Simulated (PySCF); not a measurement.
# Atomic charges against the basis set

C₄H₆F₂O.
Atom-mapped SMILES: `[F:1][CH:2]([F:3])[C@@H:4]1[CH2:5][CH2:6][O:7]1` (hydrogens: H8 on C2; H9 on C4; H10, H11 on C5; H12, H13 on C6)

Geometry (PBE0-D3(BJ)/def2-SVP, Å), atoms numbered from 1 in this order:
```xyz
13
C4H6F2O angstrom
F      1.6150   -1.0745   -0.5906
C      1.3482    0.2135   -0.9020
F      2.3064    0.9844   -0.3395
C     -0.0027    0.6174   -0.3558
C     -0.3232    0.1198    1.0583
C     -1.3527   -0.7568    0.3360
O     -1.0374   -0.1670   -0.9294
H      1.3952    0.3190   -2.0004
H     -0.1346    1.6996   -0.5375
H     -0.7436    0.8846    1.7230
H      0.4923   -0.4087    1.5681
H     -1.1402   -1.8392    0.3496
H     -2.4080   -0.5958    0.6139
```

PBE0 throughout (PySCF), one geometry, spherical d and f functions. Isolated species at its PBE0-D3(BJ)/def2-SVP geometry (one conformer only). The first 7 of 13 kinds of atom are listed.

Mulliken charges (e):

| basis | functions | F1 | C2 | F3 | C4 | C5 | C6 | O7 |
| --- | --- | --- | --- | --- | --- | --- | --- | --- |
| STO-3G | 41 | -0.115 | +0.147 | -0.115 | +0.008 | -0.165 | -0.054 | -0.209 |
| 6-31G | 75 | -0.311 | +0.459 | -0.311 | -0.017 | -0.402 | -0.049 | -0.517 |
| pcSseg-0 | 75 | -0.361 | +0.569 | -0.363 | -0.094 | -0.547 | -0.052 | -0.686 |
| 6-31G* | 110 | -0.321 | +0.520 | -0.322 | +0.044 | -0.444 | -0.044 | -0.509 |
| cc-pVDZ | 128 | -0.204 | +0.430 | -0.208 | +0.019 | -0.113 | +0.147 | -0.334 |
| def2-SVP | 128 | -0.231 | +0.485 | -0.233 | +0.015 | -0.121 | +0.190 | -0.412 |
| aug-cc-pVDZ | 215 | -0.471 | +1.274 | -0.480 | +0.761 | +0.683 | +1.077 | -0.759 |
| 6-311+G(2d,p) | 225 | -0.273 | +0.286 | -0.257 | +0.172 | -0.280 | -0.085 | -0.348 |
| def2-TZVP | 253 | -0.196 | +0.233 | -0.195 | +0.142 | -0.287 | -0.016 | -0.312 |
| cc-pVTZ | 294 | -0.193 | +0.351 | -0.194 | +0.057 | -0.248 | +0.035 | -0.302 |
| IGLO-III | 305 | -0.239 | +0.267 | -0.240 | +0.207 | -0.248 | -0.042 | -0.328 |

IAO charges (e):

```tsv
basis	functions	F1	C2	F3	C4	C5	C6	O7
STO-3G	41	-0.142	+0.175	-0.142	-0.044	-0.278	-0.133	-0.224
6-31G	75	-0.283	+0.383	-0.287	+0.041	-0.310	-0.075	-0.401
pcSseg-0	75	-0.279	+0.388	-0.281	+0.030	-0.311	-0.070	-0.400
6-31G*	110	-0.296	+0.437	-0.299	+0.070	-0.298	-0.039	-0.417
cc-pVDZ	128	-0.297	+0.434	-0.299	+0.070	-0.299	-0.039	-0.414
def2-SVP	128	-0.298	+0.437	-0.300	+0.071	-0.293	-0.034	-0.417
aug-cc-pVDZ	215	-0.306	+0.438	-0.309	+0.072	-0.305	-0.042	-0.432
6-311+G(2d,p)	225	-0.306	+0.438	-0.310	+0.071	-0.305	-0.042	-0.433
def2-TZVP	253	-0.307	+0.445	-0.310	+0.072	-0.306	-0.040	-0.432
cc-pVTZ	294	-0.305	+0.443	-0.308	+0.071	-0.307	-0.042	-0.429
IGLO-III	305	-0.307	+0.441	-0.310	+0.071	-0.307	-0.042	-0.433
```

Hirshfeld charges (e):

| basis | functions | F1 | C2 | F3 | C4 | C5 | C6 | O7 |
| --- | --- | --- | --- | --- | --- | --- | --- | --- |
| STO-3G | 41 | -0.083 | +0.154 | -0.085 | +0.051 | -0.031 | +0.049 | -0.156 |
| 6-31G | 75 | -0.108 | +0.149 | -0.115 | +0.037 | -0.069 | +0.022 | -0.195 |
| pcSseg-0 | 75 | -0.101 | +0.146 | -0.110 | +0.036 | -0.070 | +0.018 | -0.180 |
| 6-31G* | 110 | -0.098 | +0.141 | -0.106 | +0.036 | -0.069 | +0.019 | -0.180 |
| cc-pVDZ | 128 | -0.087 | +0.131 | -0.097 | +0.025 | -0.078 | +0.010 | -0.154 |
| def2-SVP | 128 | -0.091 | +0.138 | -0.101 | +0.028 | -0.080 | +0.010 | -0.164 |
| aug-cc-pVDZ | 215 | -0.092 | +0.134 | -0.104 | +0.017 | -0.089 | +0.001 | -0.167 |
| 6-311+G(2d,p) | 225 | -0.095 | +0.137 | -0.107 | +0.018 | -0.083 | +0.006 | -0.172 |
| def2-TZVP | 253 | -0.093 | +0.135 | -0.104 | +0.020 | -0.085 | +0.004 | -0.166 |
| cc-pVTZ | 294 | -0.091 | +0.133 | -0.102 | +0.021 | -0.085 | +0.004 | -0.162 |
| IGLO-III | 305 | -0.092 | +0.134 | -0.104 | +0.018 | -0.088 | +0.001 | -0.167 |

Problem. Which scheme is steadiest as the basis changes?

Solution. Largest range over the bases for any column: Hirshfeld 0.06 e, IAO 0.27 e, Mulliken 1.23 e. Hirshfeld charges move least and Mulliken charges most, counted in e. Without the minimal STO-3G basis the ranges are Hirshfeld 0.04, IAO 0.06, Mulliken 1.23 e.

Problem. How much do the charges still move between the two largest bases, cc-pVTZ and IGLO-III?

Solution. At most, over all atoms: Mulliken 0.150 e, IAO 0.005 e, Hirshfeld 0.005 e.

Problem. What do the same runs give for the total energy, the frontier levels and the dipole moment?

Solution. 
| basis | energy (Eh) | HOMO (eV) | LUMO (eV) | μ (D) |
| --- | --- | --- | --- | --- |
| STO-3G | -424.6883 | -3.94 | 6.92 | 1.08 |
| 6-31G | -430.3229 | -7.43 | 1.96 | 1.84 |
| pcSseg-0 | -429.4368 | -7.53 | 1.96 | 1.83 |
| 6-31G* | -430.4436 | -7.32 | 2.29 | 1.49 |
| cc-pVDZ | -430.4765 | -7.39 | 1.88 | 1.47 |
| def2-SVP | -430.1312 | -7.49 | 1.85 | 1.54 |
| aug-cc-pVDZ | -430.5130 | -7.65 | -0.06 | 1.61 |
| 6-311+G(2d,p) | -430.5894 | -7.69 | 0.29 | 1.65 |
| def2-TZVP | -430.6305 | -7.64 | 1.29 | 1.58 |
| cc-pVTZ | -430.6113 | -7.58 | 1.27 | 1.53 |
| IGLO-III | -430.6380 | -7.66 | 0.82 | 1.61 |

The dipole is fixed by the density alone, so its range of 0.76 D shows that the density itself changes with the basis, not only its division among atoms.
